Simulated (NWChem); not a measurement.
System: C3H3Cl; SMILES C=C=CCl

Excerpt of the output:

```
             Northwest Computational Chemistry Package (NWChem) 7.3.0
             --------------------------------------------------------

                             Geometry "geometry" -> ""
                             -------------------------

 Output coordinates in angstroms (scale by  1.889725989 to convert to a.u.)

  No.       Tag          Charge          X              Y              Z
 ---- ---------------- ---------- -------------- -------------- --------------
    1 C                    6.0000     0.36734400     2.31098900     0.00000000
    2 C                    6.0000    -0.16275500     1.11633400     0.00000000
    3 C                    6.0000    -0.71129600    -0.07077600     0.00000000
    4 Cl                  17.0000     0.20529300    -1.54437300     0.00000000
    5 H                    1.0000     0.59826900     2.83107200    -0.93659500
    6 H                    1.0000     0.59826900     2.83107200     0.93659500
    7 H                    1.0000    -1.79463700    -0.22029400     0.00000000

 Effective nuclear repulsion energy (a.u.)     126.0180037362

                                 NWChem DFT Module
                                 -----------------

 Summary of "ao basis" -> "ao basis" (spherical)
 ------------------------------------------------------------------------------
       Tag                 Description            Shells   Functions and Types
 ---------------- ------------------------------  ------  ---------------------
 C                           6-31g*                  6       14   3s2p1d
 Cl                          6-31g*                  8       18   4s3p1d
 H                           6-31g*                  2        2   2s

 in cosmo_initialize ...

 solvent parameters
 solvname_short: unkn
 solvname_long:  unknown
 dielec:       20.7000

          ---------------
          -cosmo- solvent
          ---------------
 Cosmo: York-Karplus, doi: 10.1021/jp992097l
 dielectric constant -eps-     =  20.70
 screen = (eps-1)/(eps    )    =   0.95169
 surface charge correction     = lagrangian

   van der Waals surface
 --------------------------

 ---------- ATOMIC COORDINATES (A.U.) ------------ VDWR(ANG.) --
     1    0.69417950    4.36713597    0.00000000     2.000
     2   -0.30756235    2.10956537    0.00000000     2.000
     3   -1.34415454   -0.13374725    0.00000000     2.000
     4    0.38794752   -2.91844179    0.00000000     2.050
     5    1.13056448    5.34995033   -1.76990791     1.300
     6    1.13056448    5.34995033    1.76990791     1.300
     7   -3.39137218   -0.41629530    0.00000000     1.300
 number of segments per atom =         32
 number of   points per atom =         32
 atom (   nspa,  nppa )
 ----------------------
    1 (     20,     0 )       0
    2 (     16,     0 )       0
    3 (     14,     0 )       0
    4 (     24,     0 )       0
    5 (     16,     0 )       0
    6 (     16,     0 )       0
    7 (     16,     0 )       0
 number of -cosmo- surface points =      122
 molecular surface =    116.343 angstrom**2
 molecular volume  =     91.449 angstrom**3
 G(cav/disp)       =      1.442 kcal/mol
 -lineq- algorithm             =   0
 -bem- low  level              =   2
 -bem- from -octahedral-
 gaussian surface charge width =   4.50000
 degree of switching           =   1.00000
 switching function tolerance  =   0.00010
 atomic radii =
 --------------
    1  6.000  2.000
    2  6.000  2.000
    3  6.000  2.000
    4 17.000  2.050
    5  1.000  1.300
    6  1.000  1.300
    7  1.000  1.300
 ...... end of -cosmo- initialization ......

            General Information
            -------------------
          SCF calculation type: DFT
          Wavefunction type:  closed shell.
          No. of atoms     :     7
          No. of electrons :    38
           Alpha electrons :    19
            Beta electrons :    19
          Charge           :     0
          Spin multiplicity:     1
          Use of symmetry is: off; symmetry adaption is: off
          Maximum number of iterations: 150
          AO basis - number of functions:    66
                     number of shells:    32
          Convergence on energy requested:  1.00D-06
          Convergence on density requested:  1.00D-05
          Convergence on gradient requested:  5.00D-04

              XC Information
              --------------
                         B3LYP Method XC Potential
                     Hartree-Fock (Exact) Exchange  0.200
                        Slater Exchange Functional  0.800 local
                    Becke 1988 Exchange Functional  0.720 non-local
              Lee-Yang-Parr Correlation Functional  0.810
                  VWN I RPA Correlation Functional  0.190 local

[...]

                                   COSMO solvation results
                                   -----------------------

                 gas phase energy =      -576.243822593934
                 sol phase energy =      -576.247781539775
 (electrostatic) solvation energy =         0.003958945841 (    2.48 kcal/mol)

                       DFT Final Molecular Orbital Analysis
                       ------------------------------------

 Vector   17  Occ=2.000000D+00  E=-3.220491D-01
              MO Center=  8.0D-02, -1.4D+00,  1.3D-09, r^2= 1.6D+00
   Bfn.  Coefficient  Atom+Function         Bfn.  Coefficient  Atom+Function
  ----- ------------  ---------------      ----- ------------  ---------------
    49      0.626422  4 Cl px                50      0.336321  4 Cl py
    53      0.337725  4 Cl px                45     -0.243882  4 Cl px
    54      0.193805  4 Cl py                46     -0.130997  4 Cl py
    66      0.131234  7 H  s                 31     -0.123862  3 C  px
    20     -0.121499  2 C  s                 65      0.117135  7 H  s

 Vector   18  Occ=2.000000D+00  E=-2.864013D-01
              MO Center=  6.7D-02,  1.5D+00, -1.3D-10, r^2= 2.2D+00
   Bfn.  Coefficient  Atom+Function         Bfn.  Coefficient  Atom+Function
  ----- ------------  ---------------      ----- ------------  ---------------
     3      0.371264  1 C  px                17      0.353055  2 C  px
     7      0.255588  1 C  px                50     -0.210110  4 Cl py
    21      0.196220  2 C  px                 4     -0.166048  1 C  py
    22     -0.157890  2 C  py                18     -0.153673  2 C  py
     8     -0.130917  1 C  py                54     -0.096331  4 Cl py

 Vector   19  Occ=2.000000D+00  E=-2.573934D-01
              MO Center= -1.7D-01,  1.0D-01, -1.0D-10, r^2= 3.0D+00
   Bfn.  Coefficient  Atom+Function         Bfn.  Coefficient  Atom+Function
  ----- ------------  ---------------      ----- ------------  ---------------
    51      0.420866  4 Cl pz                33     -0.352913  3 C  pz
    19     -0.347356  2 C  pz                55      0.266087  4 Cl pz
    37     -0.255118  3 C  pz                23     -0.229865  2 C  pz
    47     -0.161630  4 Cl pz                62     -0.117558  5 H  s
    64      0.117558  6 H  s                  5      0.100119  1 C  pz

 Vector   20  Occ=0.000000D+00  E=-2.380158D-02
              MO Center=  2.8D-02,  8.2D-01, -3.7D-10, r^2= 3.8D+00
   Bfn.  Coefficient  Atom+Function         Bfn.  Coefficient  Atom+Function
  ----- ------------  ---------------      ----- ------------  ---------------
     7      0.473869  1 C  px                54      0.424649  4 Cl py
    36      0.368059  3 C  py                 3      0.348302  1 C  px
    17     -0.329235  2 C  px                52      0.310786  4 Cl s
    50      0.308081  4 Cl py                22      0.302109  2 C  py
    21     -0.267955  2 C  px                34     -0.251119  3 C  s

 Vector   21  Occ=0.000000D+00  E= 5.297689D-03
              MO Center= -2.4D-01,  8.0D-01, -1.3D-09, r^2= 2.9D+00
   Bfn.  Coefficient  Atom+Function         Bfn.  Coefficient  Atom+Function
  ----- ------------  ---------------      ----- ------------  ---------------
    37      0.570318  3 C  pz                23     -0.516936  2 C  pz
    19     -0.442242  2 C  pz                33      0.415870  3 C  pz
    62     -0.397114  5 H  s                 64      0.397114  6 H  s
     9     -0.179146  1 C  pz                55     -0.172867  4 Cl pz
    51     -0.148547  4 Cl pz                61     -0.121969  5 H  s

 Vector   22  Occ=0.000000D+00  E= 6.715511D-02
              MO Center= -4.6D-01, -4.0D-01,  1.0D-09, r^2= 4.0D+00
   Bfn.  Coefficient  Atom+Function         Bfn.  Coefficient  Atom+Function
  ----- ------------  ---------------      ----- ------------  ---------------
    34      1.443557  3 C  s                 66     -0.904452  7 H  s
    52     -0.722450  4 Cl s                 54     -0.680370  4 Cl py
    36     -0.640043  3 C  py                53      0.506124  4 Cl px
    21     -0.357519  2 C  px                 6      0.292394  1 C  s
    32     -0.259361  3 C  py                 7      0.242811  1 C  px

     Multipole analysis of the density
     ---------------------------------

     L   x y z        total         alpha         beta         nuclear
     -   - - -        -----         -----         ----         -------
     0   0 0 0     -0.000000    -19.000000    -19.000000     38.000000

     1   1 0 0     -0.255347      0.012507      0.012507     -0.280360
     1   0 1 0      0.889173      1.080677      1.080677     -1.272181
     1   0 0 1     -0.000000     -0.000000     -0.000000      0.000000

     2   2 0 0    -21.380097    -26.147898    -26.147898     30.915700
     2   1 1 0      1.436858     -4.099813     -4.099813      9.636484
     2   1 0 1     -0.000000     -0.000000     -0.000000      0.000000
     2   0 2 0    -19.884081   -181.667824   -181.667824    343.451567
     2   0 1 1      0.000000      0.000000      0.000000      0.000000
     2   0 0 2    -22.478779    -14.371963    -14.371963      6.265148
```

Level: B3LYP/6-31G* (spherical d), COSMO on the gas-phase geometry. Coordinates come from a PBE0/def2-SVP optimisation. B3LYP is NWChem's, with the RPA form of VWN correlation. COSMO prints the solvation energy as gas minus solution, so a positive value is a stabilisation.

Question: Which NWChem input produces such a log?

Answer: This is not unique; one that fits is the input that was run:
```
start job
memory heap 200 mb stack 900 mb global 1100 mb
geometry units angstroms noautosym nocenter noautoz
  C      0.367344     2.310989     0.000000
  C     -0.162755     1.116334     0.000000
  C     -0.711296    -0.070776     0.000000
  Cl     0.205293    -1.544373     0.000000
  H      0.598269     2.831072    -0.936595
  H      0.598269     2.831072     0.936595
  H     -1.794637    -0.220294     0.000000
end
basis spherical
  C library 6-31g*
  Cl library 6-31g*
  H library 6-31g*
end
dft
  xc b3lyp
  iterations 150
end
cosmo
  dielec 20.7
end
task dft energy
```
